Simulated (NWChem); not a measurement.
System: CuNH3F; SMILES [Cu]([F])<-[NH3]

Input file for NWChem:

```
start job
memory heap 200 mb stack 900 mb global 1100 mb
geometry units angstroms noautosym nocenter noautoz
  Cu    -0.000003    -0.000021     0.758049
  F      0.000007     0.000025    -0.989367
  N     -0.000007    -0.000017     2.679771
  H      0.674873    -0.663784     3.064052
  H     -0.912300    -0.252570     3.064038
  H      0.237408     0.916355     3.063985
end
basis spherical
  Cu library pcsseg-1
  F library pcsseg-1
  N library pcsseg-1
  H library pcsseg-1
end
dft
  xc kt2
  iterations 150
end
property
  shielding 4 1 2 3 4
end
task dft property
```

Excerpt of the output:

```
             Northwest Computational Chemistry Package (NWChem) 7.3.0
             --------------------------------------------------------

                             Geometry "geometry" -> ""
                             -------------------------

 Output coordinates in angstroms (scale by  1.889725989 to convert to a.u.)

  No.       Tag          Charge          X              Y              Z
 ---- ---------------- ---------- -------------- -------------- --------------
    1 Cu                  29.0000    -0.00000300    -0.00002100     0.75804900
    2 F                    9.0000     0.00000700     0.00002500    -0.98936700
    3 N                    7.0000    -0.00000700    -0.00001700     2.67977100
    4 H                    1.0000     0.67487300    -0.66378400     3.06405200
    5 H                    1.0000    -0.91230000    -0.25257000     3.06403800
    6 H                    1.0000     0.23740800     0.91635500     3.06398500

 Effective nuclear repulsion energy (a.u.)     177.7726485908

                              NWChem Property Module
                              ----------------------

  itol2e modified to match energy
  convergence criterion.

                                 NWChem DFT Module
                                 -----------------

 Summary of "ao basis" -> "ao basis" (spherical)
 ------------------------------------------------------------------------------
       Tag                 Description            Shells   Functions and Types
 ---------------- ------------------------------  ------  ---------------------
 Cu                         pcsseg-1                15       45   5s6p3d1f
 F                          pcsseg-1                 7       17   3s3p1d
 N                          pcsseg-1                 7       17   3s3p1d
 H                          pcsseg-1                 3        5   2s1p

  itol2e modified to match energy
  convergence criterion.

            General Information
            -------------------
          SCF calculation type: DFT
          Wavefunction type:  closed shell.
          No. of atoms     :     6
          No. of electrons :    48
           Alpha electrons :    24
            Beta electrons :    24
          Charge           :     0
          Spin multiplicity:     1
          Use of symmetry is: off; symmetry adaption is: off
          Maximum number of iterations: 150
          AO basis - number of functions:    94
                     number of shells:    38
          Convergence on energy requested:  1.00D-07
          Convergence on density requested:  1.00D-05
          Convergence on gradient requested:  5.00D-04

              XC Information
              --------------
                          KT2 Method XC Functional
                        Slater Exchange Functional  1.072 local
                           KT1 gradient correction  1.000 non-local
            Perdew 1991 LDA Correlation Functional  0.577 local

             Grid Information
             ----------------
          Grid used for XC integration:  fine
          Radial quadrature: Mura-Knowles
          Angular quadrature: Lebedev.
          Tag              B.-S. Rad. Rad. Pts. Rad. Cut. Ang. Pts.
          ---              ---------- --------- --------- ---------
          Cu                  1.35      140          10.0       974
          F                   0.50       70          11.0       590
          N                   0.65       70           8.0       590
          H                   0.35       60          10.0       590
          Grid pruning is: on
          Number of quadrature shells:   460
          Spatial weights used:  Erf1

      Superposition of Atomic Density Guess
      -------------------------------------

 Sum of atomic energies:       -1793.87308465

      Non-variational initial energy
      ------------------------------

 Total energy =   -1794.179498
 1-e energy   =   -2851.239037
 2-e energy   =     879.286891
 HOMO         =      -0.488544
 LUMO         =      -0.095508

   convergence    iter        energy       DeltaE   RMS-Dens  Diis-err
 ---------------- ----- ----------------- --------- --------- ---------
 d= 0,ls=0.0,diis     1  -1806.0669523519 -1.98D+03  1.50D-01  3.32D+00
 d= 0,ls=0.5,diis     2  -1779.8537969683  2.62D+01  1.43D-02  2.27D+02
 d= 0,ls=0.5,diis     3  -1784.7953979331 -4.94D+00  1.10D-02  1.98D+02
 d= 0,ls=0.5,diis     4  -1787.7714787452 -2.98D+00  1.32D-02  1.86D+02
 d= 0,ls=0.5,diis     5  -1790.6144414607 -2.84D+00  1.76D-02  1.79D+02
 d= 0,ls=0.5,diis     6  -1793.5773534041 -2.96D+00  1.74D-02  1.70D+02
 d= 0,ls=0.5,diis     7  -1795.9998301615 -2.42D+00  1.97D-02  1.53D+02
 d= 0,ls=0.5,diis     8  -1798.2416615135 -2.24D+00  3.10D-02  1.31D+02
 d= 0,ls=0.5,diis     9  -1801.9074635711 -3.67D+00  2.82D-02  6.63D+01
 d= 0,ls=0.5,diis    10  -1804.4583805585 -2.55D+00  1.72D-02  1.82D+01
 d= 0,ls=0.5,diis    11  -1805.2735075408 -8.15D-01  2.04D-02  6.72D+00
 d= 0,ls=0.5,diis    12  -1805.8633783986 -5.90D-01  2.01D-02  6.11D-01
 d= 0,ls=0.5,diis    13  -1806.0559745464 -1.93D-01  1.01D-02  1.93D+00
  Resetting Diis
 d= 0,ls=0.5,diis    14  -1806.0697722200 -1.38D-02  5.92D-03  2.93D+00
 d= 0,ls=0.5,diis    15  -1806.0250423245  4.47D-02  1.85D-02  4.22D+00
 d= 0,ls=0.5,diis    16  -1805.3386390166  6.86D-01  5.70D-03  2.65D+01
 d= 0,ls=0.5,diis    17  -1806.0212146883 -6.83D-01  3.98D-03  5.35D+00
 d= 0,ls=0.5,diis    18  -1806.2308771187 -2.10D-01  3.18D-03  9.70D-01
 d= 0,ls=0.5,diis    19  -1806.2868639484 -5.60D-02  1.90D-03  7.78D-02
 d= 0,ls=0.5,diis    20  -1806.2968480723 -9.98D-03  1.35D-03  1.32D-02
 d= 0,ls=0.5,diis    21  -1806.3005918909 -3.74D-03  1.00D-03  7.22D-03
 d= 0,ls=0.5,diis    22  -1806.3024231233 -1.83D-03  7.86D-04  1.04D-02
 d= 0,ls=0.5,diis    23  -1806.3037032361 -1.28D-03  6.36D-04  8.59D-03
 d= 0,ls=0.5,diis    24  -1806.3046763870 -9.73D-04  5.08D-04  4.43D-03
 d= 0,ls=0.5,diis    25  -1806.3052459291 -5.70D-04  4.12D-04  3.33D-03
 d= 0,ls=0.5,diis    26  -1806.3056511313 -4.05D-04  3.31D-04  1.77D-03
 d= 0,ls=0.5,diis    27  -1806.3058994370 -2.48D-04  2.68D-04  1.06D-03
 d= 0,ls=0.5,diis    28  -1806.3060664902 -1.67D-04  2.15D-04  4.64D-04
 d= 0,ls=0.5,diis    29  -1806.3061665551 -1.00D-04  1.72D-04  2.59D-04
 d= 0,ls=0.5,diis    30  -1806.3062282118 -6.17D-05  1.38D-04  1.90D-04
 d= 0,ls=0.5,diis    31  -1806.3062674115 -3.92D-05  1.11D-04  1.50D-04
 d= 0,ls=0.5,diis    32  -1806.3062947038 -2.73D-05  9.01D-05  8.42D-05
 d= 0,ls=0.5,diis    33  -1806.3063126322 -1.79D-05  7.25D-05  4.07D-05
 d= 0,ls=0.5,diis    34  -1806.3063238502 -1.12D-05  5.82D-05  2.14D-05
 d= 0,ls=0.5,diis    35  -1806.3063308975 -7.05D-06  4.69D-05  1.33D-05
 d= 0,ls=0.5,diis    36  -1806.3063354321 -4.53D-06  3.78D-05  8.61D-06
 d= 0,ls=0.5,diis    37  -1806.3063383768 -2.94D-06  3.04D-05  5.51D-06
 d= 0,ls=0.5,diis    38  -1806.3063402910 -1.91D-06  2.45D-05  3.43D-06
 d= 0,ls=0.5,diis    39  -1806.3063415279 -1.24D-06  1.98D-05  2.22D-06
 d= 0,ls=0.5,diis    40  -1806.3063423343 -8.06D-07  1.59D-05  1.38D-06
 d= 0,ls=0.5,diis    41  -1806.3063428555 -5.21D-07  1.29D-05  8.84D-07
 d= 0,ls=0.5,diis    42  -1806.3063431952 -3.40D-07  1.04D-05  5.52D-07
 d= 0,ls=0.5,diis    43  -1806.3063434150 -2.20D-07  8.36D-06  3.58D-07
 d= 0,ls=0.5,diis    44  -1806.3063435582 -1.43D-07  6.74D-06  2.28D-07
 d= 0,ls=0.5,diis    45  -1806.3063436513 -9.31D-08  5.44D-06  1.45D-07

         Total DFT energy =    -1806.306343711736
      One electron energy =    -2861.740916014338
           Coulomb energy =      973.126620010563
    Exchange-Corr. energy =      -95.464696298793
 Nuclear repulsion energy =      177.772648590832

 Numeric. integr. density =       48.000000349447

                       DFT Final Molecular Orbital Analysis
                       ------------------------------------

 Vector   22  Occ=2.000000D+00  E=-1.702993D-01
              MO Center= -1.9D-06, -1.4D-05,  6.0D-01, r^2= 1.4D+00
   Bfn.  Coefficient  Atom+Function         Bfn.  Coefficient  Atom+Function
  ----- ------------  ---------------      ----- ------------  ---------------
    26      0.497595  1 Cu d  0              31      0.293533  1 Cu d  0
     4     -0.279248  1 Cu s                  5     -0.275417  1 Cu s
     3      0.272786  1 Cu s                 36      0.224487  1 Cu d  0
    57     -0.190484  2 F  pz                54     -0.151953  2 F  pz
     2     -0.108767  1 Cu s                 51     -0.085388  2 F  pz

 Vector   23  Occ=2.000000D+00  E=-1.674966D-01
              MO Center=  1.8D-03,  3.0D-03,  2.1D-01, r^2= 1.2D+00
   Bfn.  Coefficient  Atom+Function         Bfn.  Coefficient  Atom+Function
  ----- ------------  ---------------      ----- ------------  ---------------
    25      0.522880  1 Cu d -1              30      0.312143  1 Cu d -1
    53      0.296593  2 F  py                56      0.294032  2 F  py
    35      0.197033  1 Cu d -1              50      0.163543  2 F  py
    22      0.101154  1 Cu py                90     -0.069125  6 H  s
    27     -0.063821  1 Cu d  1              80      0.042418  4 H  s

 Vector   24  Occ=2.000000D+00  E=-1.674965D-01
              MO Center= -1.8D-03, -3.1D-03,  2.1D-01, r^2= 1.2D+00
   Bfn.  Coefficient  Atom+Function         Bfn.  Coefficient  Atom+Function
  ----- ------------  ---------------      ----- ------------  ---------------
    27      0.522880  1 Cu d  1              32      0.312143  1 Cu d  1
    52     -0.296592  2 F  px                55     -0.294031  2 F  px
    37      0.197033  1 Cu d  1              49     -0.163543  2 F  px
    21     -0.101155  1 Cu px                85     -0.064389  5 H  s
    25      0.063821  1 Cu d -1              80      0.055238  4 H  s

 Vector   25  Occ=0.000000D+00  E=-4.847540D-02
              MO Center=  8.3D-06,  4.2D-05,  2.5D+00, r^2= 4.8D+00
   Bfn.  Coefficient  Atom+Function         Bfn.  Coefficient  Atom+Function
  ----- ------------  ---------------      ----- ------------  ---------------
    65      0.966780  3 N  s                 81     -0.458123  4 H  s
    86     -0.458125  5 H  s                 91     -0.458091  6 H  s
     5     -0.402003  1 Cu s                 64      0.264809  3 N  s
    26     -0.224274  1 Cu d  0              31     -0.131445  1 Cu d  0
    63     -0.111457  3 N  s                 54      0.105099  2 F  pz

 Vector   26  Occ=0.000000D+00  E= 3.520137D-02
              MO Center= -7.7D-06, -4.3D-05,  1.2D+00, r^2= 6.0D+00
   Bfn.  Coefficient  Atom+Function         Bfn.  Coefficient  Atom+Function
  ----- ------------  ---------------      ----- ------------  ---------------
     5      1.107813  1 Cu s                 65      0.517617  3 N  s
    81     -0.518618  4 H  s                 86     -0.518622  5 H  s
    91     -0.518630  6 H  s                 74      0.434872  3 N  pz
    26      0.235220  1 Cu d  0              71      0.224501  3 N  pz
    48     -0.210562  2 F  s                  3     -0.204834  1 Cu s

 Vector   27  Occ=0.000000D+00  E= 4.545044D-02
              MO Center=  1.2D-02,  5.8D-01,  3.1D+00, r^2= 3.7D+00
   Bfn.  Coefficient  Atom+Function         Bfn.  Coefficient  Atom+Function
  ----- ------------  ---------------      ----- ------------  ---------------
    91      1.592333  6 H  s                 86     -0.957179  5 H  s
    73     -0.673070  3 N  py                81     -0.635154  4 H  s
    70     -0.268966  3 N  py                72     -0.260862  3 N  px
    90      0.157415  6 H  s                 67     -0.142368  3 N  py
    69     -0.104243  3 N  px                85     -0.094624  5 H  s

     Multipole analysis of the density
     ---------------------------------

     L   x y z        total         alpha         beta         nuclear
     -   - - -        -----         -----         ----         -------
     0   0 0 0     -0.000000    -24.000000    -24.000000     48.000000

[...]

          -----------------------------------------
          Chemical Shielding Tensors (GIAO, in ppm)
          -----------------------------------------

                                NWChem CPHF Module
                                ------------------

  scftype          =     RHF
  nclosed          =       24
  nopen            =        0
  variables        =     1680
  # of vectors     =        3
  tolerance        = 0.10D-03
  level shift      = 0.00D+00
  max iterations   =       50
  max subspace     =       30

 SCF residual:    4.3118692272036069E-004

Iterative solution of linear equations
  No. of variables     1680
  No. of equations        3
  Maximum subspace       30
        Iterations       50
       Convergence  1.0D-04

   iter   nsub   residual    time
   ----  ------  --------  ---------
     1      3    2.42D-04     128.3
     2      6    3.17D-08     135.3

      Atom:    1  Cu
        Diamagnetic
   2402.1640     -0.0006      0.0008
     -0.0006   2402.1616      0.0024
      0.0008      0.0024   2418.1326

        Paramagnetic
  -3330.3647     -0.3759      0.6210
     -0.3759  -3331.9374      1.9303
      0.6210      1.9303    -30.4204

        Total Shielding Tensor
   -928.2007     -0.3764      0.6218
     -0.3764   -929.7758      1.9328
      0.6218      1.9328   2387.7122

           isotropic =     176.5786
          anisotropy =    3316.7023

          Principal Components and Axis System
                 1           2           3
             2387.7135   -929.8624   -928.1154

      1         0.0002      0.2212      0.9752
      2         0.0006      0.9752     -0.2212
      3         1.0000     -0.0006     -0.0001

      Atom:    2  F
        Diamagnetic
    459.2574      0.0000     -0.0022
      0.0000    459.2575     -0.0070
     -0.0022     -0.0070    493.2713

        Paramagnetic
     68.7483      0.0070     -0.0161
      0.0070     68.7784     -0.0495
     -0.0161     -0.0495     -3.8608

        Total Shielding Tensor
    528.0056      0.0070     -0.0183
      0.0070    528.0359     -0.0565
     -0.0183     -0.0565    489.4105

           isotropic =     515.1507
          anisotropy =      19.3304

          Principal Components and Axis System
                 1           2           3
              528.0376    528.0041    489.4104

      1         0.2161      0.9764      0.0005
      2         0.9764     -0.2161      0.0015
      3        -0.0015     -0.0001      1.0000

      Atom:    3  N
        Diamagnetic
    311.3494      0.0001      0.0001
      0.0001    311.3499      0.0001
      0.0001      0.0001    315.4334

        Paramagnetic
    -38.4239      0.0019      0.0047
      0.0019    -38.4155      0.0133
      0.0047      0.0133    -80.1562

        Total Shielding Tensor
    272.9256      0.0020      0.0048
      0.0020    272.9344      0.0133
      0.0048      0.0133    235.2772

           isotropic =     260.3790
          anisotropy =      18.8337

          Principal Components and Axis System
                 1           2           3
              272.9348    272.9251    235.2772

      1         0.2086      0.9780     -0.0001
      2         0.9780     -0.2086     -0.0004
      3         0.0004      0.0001      1.0000

      Atom:    4  H
        Diamagnetic
     29.5521     -7.6478      5.5145
     -7.6478     29.2975     -5.4241
      5.5145     -5.4241     28.5609

        Paramagnetic
      0.0797     -0.7018     -0.5676
     -0.7018      0.0574      0.5587
     -0.5676      0.5587      1.2574

        Total Shielding Tensor
     29.6319     -8.3496      4.9468
     -8.3496     29.3549     -4.8654
      4.9468     -4.8654     29.8182

           isotropic =      29.6017
          anisotropy =      18.3674

          Principal Components and Axis System
                 1           2           3
               41.8466     25.8158     21.1426

      1         0.6176     -0.3562      0.7012
      2        -0.6074      0.3504      0.7129
      3         0.4997      0.8662     -0.0000
```

Level: KT2/pcSseg-1, GIAO. Geometry: optimised at PBE0/def2-SVP. The printed shielding anisotropy is the first printed principal value minus the mean of the other two.
